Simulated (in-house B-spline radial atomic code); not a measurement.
**wB97X excitations of Rb⁷⁺**

Method: wB97X. Computed with a B-spline radial code for spherical atoms: linear response of the closed shell [Ar] 3d10 4s2 with the functional's adiabatic kernel; scalar-relativistic (spin-free one-electron X2C), finite nucleus, no spin-orbit coupling, no double excitations, S, P, D and F terms only; shells from n = 2 respond. Only terms of natural parity with L up to 3 were computed.

Command:
```bash
python run_td.py task.json out
```
Settings (radii: box in bohr, nucleus in fm):
```
Z                        37
electrons                30
configuration            [Ar] 3d10 4s2
hamiltonian              x2c
method                   wb97x
box_radius               12.81
rms_radius               4.2036
intervals                70
```

Time taken, with all properties: 2.6 s on 1 thread of Arm Neoverse N1, on a shared host.

The lowest states, in the order of their Tamm-Dancoff energies; the method's threshold (minus the highest occupied level) is 130.10 eV. Labels give the largest channel, * marks a mixed state, and oscillator strengths are full-response dipole values. Semilocal kernels can invert the small singlet-triplet splittings of Rydberg terms. Energies in eV:

```csv
state,full response,Tamm-Dancoff,oscillator strength
4s → 4p 3P,18.068,18.178,-
4s → 4p 1P,23.982,24.743,1.51
4s → 4d 3D,49.12,49.15,-
4s → 4d 1D,50.62,50.69,-
4s → 5s 3S,65.16,65.19,-
4s → 5s 1S,66.19,66.25,-
4s → 5p 3P,72.43,72.45,-
4s → 5p 1P,?,?,?
4s → 4f 3F,75.13,75.15,-
4s → 4f 1F,75.16,75.21,-
4s → 5d 3D,83.53,83.54,-
4s → 5d 1D,84.48,84.49,-
4s → 6s 3S,89.91,89.92,-
4s → 6s 1S,90.23,90.26,-
4s → 6p 3P,?,?,-
4s → 6p 1P,93.75,93.78,0.0499
```

(1) Where does 4s → 6p 3P lie?

(2) Where does 4s → 5p 1P lie?

(3) How large is the singlet-triplet splitting of 4s → 4p (P terms) in Tamm-Dancoff?

(4) What polarisabilities and dispersion coefficient does the method give?

## Answers

(1) At 93.68 eV in full response, 93.69 eV in Tamm-Dancoff.

(2) At 73.13 eV in full response, 73.20 eV in Tamm-Dancoff, oscillator strength 0.107.

(3) 6.57 eV, from the unrounded values.

(4) Dipole 2.151 bohr³, quadrupole 2.004 bohr⁵, C6 3.655 hartree·bohr⁶ for two such species.
